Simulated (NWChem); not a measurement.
System: SnIF, singlet; SMILES [F][Sn][I]

NWChem input:

```
start job
memory heap 200 mb stack 900 mb global 1100 mb
geometry units angstroms noautoz
  Sn     0.311267     1.262720     0.000000
  F     -1.560145     1.827923     0.000000
  I     -0.073522    -1.454427     0.000000
end
basis spherical
  * library sto-3g
end
dft
  xc pbe0
  iterations 150
  mulliken
end
task dft energy
```

Parts of the log:

```
             Northwest Computational Chemistry Package (NWChem) 7.3.0
             --------------------------------------------------------

 CS  symmetry detected

                             Geometry "geometry" -> ""
                             -------------------------

 Output coordinates in angstroms (scale by  1.889725989 to convert to a.u.)

  No.       Tag          Charge          X              Y              Z
 ---- ---------------- ---------- -------------- -------------- --------------
    1 Sn                  50.0000     0.31707079     1.24439989     0.00000000
    2 F                    9.0000    -1.56120235     1.78636603     0.00000000
    3 I                   53.0000    -0.03401355    -1.47730733     0.00000000

 Effective nuclear repulsion energy (a.u.)     702.8646529698

      Symmetry information
      --------------------

 Group name             Cs
 Group number              2
 Group order               2
 No. of unique centers     3

                                 NWChem DFT Module
                                 -----------------

 Summary of "ao basis" -> "ao basis" (spherical)
 ------------------------------------------------------------------------------
       Tag                 Description            Shells   Functions and Types
 ---------------- ------------------------------  ------  ---------------------
 Sn                          sto-3g                 11       27   5s4p2d
 F                           sto-3g                  3        5   2s1p
 I                           sto-3g                 11       27   5s4p2d

      Symmetry analysis of basis
      --------------------------

        a'         42
        a"         17

            General Information
            -------------------
          SCF calculation type: DFT
          Wavefunction type:  closed shell.
          No. of atoms     :     3
          No. of electrons :   112
           Alpha electrons :    56
            Beta electrons :    56
          Charge           :     0
          Spin multiplicity:     1
          Use of symmetry is: on ; symmetry adaption is: on
          Maximum number of iterations: 150
          AO basis - number of functions:    59
                     number of shells:    25
          Convergence on energy requested:  1.00D-06
          Convergence on density requested:  1.00D-05
          Convergence on gradient requested:  5.00D-04

              XC Information
              --------------
                         PBE0 Method XC Functional
                     Hartree-Fock (Exact) Exchange  0.250
          PerdewBurkeErnzerhof Exchange Functional  0.750
            Perdew 1991 LDA Correlation Functional  1.000 local
           PerdewBurkeErnz. Correlation Functional  1.000 non-local

             Grid Information
             ----------------
          Grid used for XC integration:  medium
          Radial quadrature: Mura-Knowles
          Angular quadrature: Lebedev.
          Tag              B.-S. Rad. Rad. Pts. Rad. Cut. Ang. Pts.
          ---              ---------- --------- --------- ---------
          Sn                  1.45      123           8.0       590
          F                   0.50       49           9.0       434
          I                   1.40      123           8.0       590
          Grid pruning is: on
          Number of quadrature shells:   295
          Spatial weights used:  Erf1

      Superposition of Atomic Density Guess
      -------------------------------------

 Sum of atomic energies:      -12911.87794604

      Non-variational initial energy
      ------------------------------

 Total energy =  -12911.555092
 1-e energy   =  -19239.058560
 2-e energy   =    5624.638815
 HOMO         =      -0.117470
 LUMO         =       0.135932

      Symmetry analysis of molecular orbitals - initial
      -------------------------------------------------

  Numbering of irreducible representations:

     1 a'          2 a"

  Orbital symmetries:

     1 a'          2 a'          3 a'          4 a'          5 a'
     6 a"          7 a'          8 a'          9 a'         10 a"
    11 a'         12 a'         13 a'         14 a"         15 a'
    16 a'         17 a'         18 a"         19 a'         20 a'
    21 a'         22 a"         23 a"         24 a'         25 a'
    26 a'         27 a"         28 a'         29 a"         30 a'
    31 a'         32 a'         33 a"         34 a'         35 a'
    36 a'         37 a"         38 a'         39 a'         40 a"
    41 a"         42 a'         43 a'         44 a'         45 a'
    46 a'         47 a"         48 a"         49 a'         50 a'
    51 a'         52 a"         53 a'         54 a"         55 a'
    56 a'         57 a"         58 a'         59 a'

     ---------------------------------------------
      Total Density - Mulliken Population Analysis
     ---------------------------------------------

    Atom       Charge   Shell Charges
 -----------   ------   -------------------------------------------------------
    1 Sn  50    48.71   2.00  2.00  6.00  2.00  5.99  2.00  5.97  1.86  0.89 10.00  9.99
    2 F    9     9.69   2.00  1.96  5.72
    3 I   53    53.60   2.00  2.00  6.00  2.00  6.00  2.00  6.00  1.96  5.65 10.00 10.00

   convergence    iter        energy       DeltaE   RMS-Dens  Diis-err
 ---------------- ----- ----------------- --------- --------- ---------
 d= 0,ls=0.0,diis     1 -12915.8159436879 -1.36D+04  6.67D-02  4.01D-01
 d= 0,ls=0.0,diis     2 -12913.1035015357  2.71D+00  5.05D-02  1.99D+01
 d= 0,ls=0.0,diis     3 -12915.8986413600 -2.80D+00  1.21D-02  3.02D-01
 d= 0,ls=0.0,diis     4 -12915.9620982613 -6.35D-02  4.28D-03  2.28D-02
 d= 0,ls=0.0,diis     5 -12915.9669350550 -4.84D-03  1.17D-03  8.14D-04
  Resetting Diis
 d= 0,ls=0.0,diis     6 -12915.9672528261 -3.18D-04  4.97D-05  6.07D-06
 d= 0,ls=0.0,diis     7 -12915.9672542083 -1.38D-06  2.28D-05  1.36D-07
 d= 0,ls=0.0,diis     8 -12915.9672541209  8.74D-08  1.61D-05  5.24D-07
 d= 0,ls=0.0,diis     9 -12915.9672542420 -1.21D-07  1.35D-06  3.05D-09

         Total DFT energy =   -12915.967254241970
      One electron energy =   -19234.755415212479
           Coulomb energy =     5964.017267447571
    Exchange-Corr. energy =     -348.093759446894
 Nuclear repulsion energy =      702.864652969833

 Numeric. integr. density =      111.999990859129

                  Occupations of the irreducible representations
                  ----------------------------------------------

                     irrep           alpha         beta
                     --------     --------     --------
                     a'               40.0         40.0
                     a"               16.0         16.0

                       DFT Final Molecular Orbital Analysis
                       ------------------------------------

 Vector   54  Occ=2.000000D+00  E=-1.772427D-01  Symmetry=a"
              MO Center= -1.4D-01, -1.2D+00, -2.9D-17, r^2= 2.6D+00
   Bfn.  Coefficient  Atom+Function         Bfn.  Coefficient  Atom+Function
  ----- ------------  ---------------      ----- ------------  ---------------
    49      0.982469  3 I  pz                45     -0.320994  3 I  pz
    32     -0.284853  2 F  pz                17      0.137233  1 Sn pz
    41      0.131028  3 I  pz                37     -0.051740  3 I  pz
    13     -0.049851  1 Sn pz                24      0.031157  1 Sn d -1

 Vector   55  Occ=2.000000D+00  E=-1.743777D-01  Symmetry=a'
              MO Center= -5.0D-02, -1.1D+00,  1.5D-14, r^2= 3.0D+00
   Bfn.  Coefficient  Atom+Function         Bfn.  Coefficient  Atom+Function
  ----- ------------  ---------------      ----- ------------  ---------------
    47      0.879863  3 I  px                48     -0.396530  3 I  py
    43     -0.287459  3 I  px                31     -0.283354  2 F  py
    14      0.172852  1 Sn s                 15      0.150341  1 Sn px
    44      0.129210  3 I  py                39      0.117325  3 I  px
    16      0.076261  1 Sn py                11     -0.053655  1 Sn px

 Vector   56  Occ=2.000000D+00  E=-1.401372D-01  Symmetry=a'
              MO Center=  1.9D-01,  6.1D-01, -5.1D-15, r^2= 4.6D+00
   Bfn.  Coefficient  Atom+Function         Bfn.  Coefficient  Atom+Function
  ----- ------------  ---------------      ----- ------------  ---------------
    14      0.633890  1 Sn s                 47     -0.468160  3 I  px
    48     -0.437918  3 I  py                30     -0.379398  2 F  px
    15      0.352787  1 Sn px                16      0.241571  1 Sn py
    31     -0.191755  2 F  py                10     -0.163975  1 Sn s
    43      0.150344  3 I  px                44      0.139922  3 I  py

 Vector   57  Occ=0.000000D+00  E= 1.267150D-02  Symmetry=a"
              MO Center=  1.1D-01,  1.1D+00, -9.4D-14, r^2= 2.8D+00
   Bfn.  Coefficient  Atom+Function         Bfn.  Coefficient  Atom+Function
  ----- ------------  ---------------      ----- ------------  ---------------
    17      0.975472  1 Sn pz                32     -0.370704  2 F  pz
    13     -0.326672  1 Sn pz                49     -0.298719  3 I  pz
     9      0.121026  1 Sn pz                45      0.091834  3 I  pz
     5     -0.047357  1 Sn pz                41     -0.037514  3 I  pz

 Vector   58  Occ=0.000000D+00  E= 1.370008D-01  Symmetry=a'
              MO Center=  1.9D-01,  5.1D-01,  3.1D-18, r^2= 3.4D+00
   Bfn.  Coefficient  Atom+Function         Bfn.  Coefficient  Atom+Function
  ----- ------------  ---------------      ----- ------------  ---------------
    16      1.037487  1 Sn py                48      0.733777  3 I  py
    46      0.340342  3 I  s                 12     -0.315585  1 Sn py
    14     -0.275998  1 Sn s                 31     -0.206180  2 F  py
    44     -0.197035  3 I  py                47      0.118296  3 I  px
     8      0.116917  1 Sn py                30     -0.107075  2 F  px

 Vector   59  Occ=0.000000D+00  E= 1.852225D-01  Symmetry=a'
              MO Center= -3.2D-01,  1.3D+00, -1.4D-17, r^2= 2.3D+00
   Bfn.  Coefficient  Atom+Function         Bfn.  Coefficient  Atom+Function
  ----- ------------  ---------------      ----- ------------  ---------------
    15      0.981016  1 Sn px                30      0.581277  2 F  px
    29      0.379441  2 F  s                 14     -0.365357  1 Sn s
    11     -0.301249  1 Sn px                31     -0.201981  2 F  py
    48      0.178731  3 I  py                47     -0.146112  3 I  px
     7      0.110808  1 Sn px                16     -0.108946  1 Sn py

     ---------------------------------------------
      Total Density - Mulliken Population Analysis
     ---------------------------------------------

    Atom       Charge   Shell Charges
 -----------   ------   -------------------------------------------------------
    1 Sn  50    49.51   2.00  2.00  6.00  2.00  5.99  2.00  5.97  1.85  1.71 10.00  9.98
    2 F    9     9.20   2.00  1.98  5.23
    3 I   53    53.29   2.00  2.00  6.00  2.00  6.00  2.00  6.00  1.97  5.33 10.00 10.00

     -------------------------------------------
      Total Density - Lowdin Population Analysis
     -------------------------------------------

    Atom       Charge   Shell Charges
 -----------   ------   -------------------------------------------------------
    1 Sn  50    49.59   2.00  2.00  6.00  2.00  5.99  2.00  5.87  1.85  1.90 10.00  9.98
    2 F    9     9.16   2.00  1.93  5.23
    3 I   53    53.25   2.00  2.00  6.00  2.00  6.00  2.00  5.98  1.94  5.33 10.00 10.00

     Multipole analysis of the density
     ---------------------------------

     L   x y z        total         alpha         beta         nuclear
     -   - - -        -----         -----         ----         -------
     0   0 0 0     -0.000000    -56.000000    -56.000000    112.000000

     1   1 0 0      0.077646      0.038823      0.038823      0.000000
     1   0 1 0      1.092641      0.546321      0.546321     -0.000000
     1   0 0 1      0.000000      0.000000      0.000000      0.000000

     2   2 0 0    -42.123307    -69.314207    -69.314207     96.505107
     2   1 1 0      0.133265      4.902922      4.902922     -9.672578
     2   1 0 1      0.000000      0.000000      0.000000      0.000000
     2   0 2 0    -42.777744   -417.447839   -417.447839    792.117933
     2   0 1 1      0.000000      0.000000      0.000000      0.000000
     2   0 0 2    -37.637558    -18.818779    -18.818779      0.000000
```

Level: PBE0/STO-3G, non-relativistic. Low-valent species are run as closed-shell singlets; no triplet was tried in these runs. Structure relaxed at the PBE0/def2-SVP (def2 core potentials past Kr) level.
